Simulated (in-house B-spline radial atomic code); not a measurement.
A fraction x of an electron is added to 5s in neutral rubidium, starting from [Kr] 5s1 and keeping the highest spin. Method: scalar-relativistic (X2C) LDA VWN5, spin-polarised, spherical fractional occupations, Fermi nucleus of rms radius 4.2036 fm. Calculated with an all-electron radial atomic-structure program (B-spline basis).

```json
{"x": "0", "E(x) - E(0) (eV)": "0.0000", "5s down level (eV)": "-"}
{"x": "0.1", "E(x) - E(0) (eV)": "-0.1873", "5s down level (eV)": "-1.713"}
{"x": "0.2", "E(x) - E(0) (eV)": "?", "5s down level (eV)": "?"}
{"x": "0.3", "E(x) - E(0) (eV)": "-0.4682", "5s down level (eV)": "-1.104"}
{"x": "0.4", "E(x) - E(0) (eV)": "?", "5s down level (eV)": "?"}
{"x": "0.5", "E(x) - E(0) (eV)": "-0.6312", "5s down level (eV)": "-0.532"}
{"x": "0.6", "E(x) - E(0) (eV)": "-0.6707", "5s down level (eV)": "-0.261"}
{"x": "0.7", "E(x) - E(0) (eV)": "-0.6838", "5s down level (eV)": "-0.003"}
```

What belongs in the row x = 0.2?

An energy change of -0.3430 eV; 5s down at -1.403 eV.

What belongs in the row x = 0.4?

An energy change of -0.5640 eV; 5s down at -0.813 eV.

Check Janak's theorem between x = 0.5 and 0.6.

The slope of the energy is -0.39 eV; the orbital levels give -0.40 eV (ε of the filling orbital, averaged over the two points).

Up to what added charge does this functional bind the extra electron?

The highest level rises by about 2.6 eV per electron near x = 0.7 and would reach zero near x = 0.7, so a whole extra electron isn't bound at the basis-set limit.
